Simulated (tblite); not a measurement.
Run record: tight-binding relaxation, `C=CO[C@H](OC)[SiH2][SeH]`.

Computed with GFN2-xTB geometry optimisation, gas phase (tblite 0.8.0). Start geometry: from a force field or distance geometry. A driver script takes a list of jobs; this job's settings line and coordinates (Å) are shown.

Command:
```bash
OMP_NUM_THREADS=1 python probes_run.py task.json out
```

Input:
```
{"job": {"kind": "relax", "xc": "GFN2-xTB", "basis": "xTB"}, "charge": 0, "multiplicity": 1}
C      2.284200    -1.778300     0.934900
C      2.037300    -0.518400     0.585200
O      0.875500     0.149000     0.879100
C     -0.046600     0.471300    -0.151600
O     -1.115700     1.137200     0.474700
C     -1.218900     2.407600    -0.106100
Si    -0.669700    -1.107700    -0.932600
Se    -2.923900    -1.268700    -0.559400
H      1.572600    -2.397600     1.469600
H      3.251500    -2.173400     0.647300
H      2.800800     0.040700     0.055900
H      0.425800     1.094600    -0.898700
H     -0.258900     2.926400     0.095400
H     -2.013900     2.948700     0.435900
H     -1.388700     2.373700    -1.190000
H     -0.021200    -2.288000    -0.317400
H     -0.438700    -1.046500    -2.376600
H     -3.160200    -0.964600     0.942600
```

Output:
```
step      E/eV     max force
  0    -725.23201    1.556
  1    -725.35935    1.118
  2    -725.46057    0.603
  3    -725.48810    0.623
  4    -725.51888    0.614
  5    -725.56230    0.433
  6    -725.59383    0.455
  7    -725.62203    0.405
  8    -725.64179    0.310
  9    -725.65639    0.317
... (181 lines left out)
191    -726.14533    0.012
192    -726.14536    0.016
193    -726.14537    0.016
194    -726.14539    0.013
195    -726.14541    0.011
196    -726.14544    0.015
197    -726.14547    0.017
198    -726.14552    0.016
199    -726.14556    0.015
200    -726.14559    0.009
```

«max force» is the largest atomic force in eV/Å.

Question: From which step on does the largest force stay under 0.1 eV/Å, and how much energy is left to gain from there?

Answer: From step 153 (0.059 eV/Å), 7.0 meV above the end.

In short: energy lowered by 21.1 kcal/mol over 200 steps; largest atomic force 0.009 eV/Å at the end.

On one thread of an Arm Neoverse V1, shared host, this took 1.7 s of wall time.
Labels such as C1 count atoms from 1, the log's own numbers from 0.
